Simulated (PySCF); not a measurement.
# Excitation energy of Si by level of theory

Si [Ne] 3s2 3p2 (3P) → Si [Ne] 3s1 3p3 (5S), as a difference of total energies. Computed with PySCF 2.14 in aug-cc-pV(T+d)Z (6s5p4d2f, 55 functions), with the non-relativistic Hamiltonian (point nucleus). Correlated levels: valence: [Ne] frozen. The calculations carry no spin-orbit coupling.

```tsv
method	excitation energy (eV)
UHF	2.622
MP2 (valence)	3.573
SCS-MP2 (valence)	4.041
CCSD (valence)	3.838
CCSD(T) (valence)	3.893
```

**Question.** How much does correlation contribute at CCSD(T) (valence)?

**Answer.** 3.893 − (2.622) = 1.271 eV, measured against UHF.

A first-order spin-orbit estimate (lowest level to lowest level, LS coupling) adds 0.016 eV.
